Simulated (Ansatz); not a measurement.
```yaml
crystal:
  periodic: [false, false, false]
  atoms:
    - {symbol: F, position_ang: [0.028906, 0.602064, 1.660590]}
    - {symbol: Al, position_ang: [0.067874, 0.044872, 0.135621]}
    - {symbol: Br, position_ang: [1.406788, -1.576644, -0.335654]}
    - {symbol: Br, position_ang: [-1.406891, 0.935333, -1.341954]}
basis:
  gaussian: {orbitals: cc-pVTZ-DK, final_grid: {core_spheres: 5, valence_spheres: 4, degree: 11}}
total_charge: 1
magnetization: {spin_polarized: true, initial_magnetization: 1}
hamiltonian: {xc: {name: LC-wPBE}}
```

```sh
$ ansatz run in.yaml --threads 4 --pin off --events-out ev --progress --plain --max-ram 10444MiB
```

Output, abridged:

```
Functional definition: LC-wPBE
1170 factors; their error is unknown
301 factors; integrals over basis functions are off by at most 5.5e-5 eV
mean field evaluation 1: about -151137.7625 eV, gradient 4.8e1 eV
mean field evaluation 2: about -151116.3622 eV, gradient 9.0e1 eV
mean field evaluation 4: about -151144.3052 eV, gradient 3.7e0 eV
mean field evaluation 8: about -151144.4097 eV, gradient 3.5e-1 eV
mean field evaluation 16: about -151144.4175 eV, gradient 8.4e-2 eV
mean field evaluation 32: about -151144.4179 eV, gradient 2.6e-4 eV
mean field -151144.41785962 eV, -5554.4549069750 hartree, gradient 7.2e-6 eV, S^2 0.755565; 6 other end points of the search recorded, 0 dependent functions left out
reference -151144.41785963 eV, -5554.4549069753 hartree; 46, 45 occupied and 104, 105 virtual orbitals, 1170 factors
Total energy: -151144.41785963 eV, -5554.4549069753 hartree
Relativity: scalar
```

Hardware: 4 threads of an Intel Xeon Platinum 8259CL on a shared host. Wall time 7 s, peak host memory 0.55 GiB.
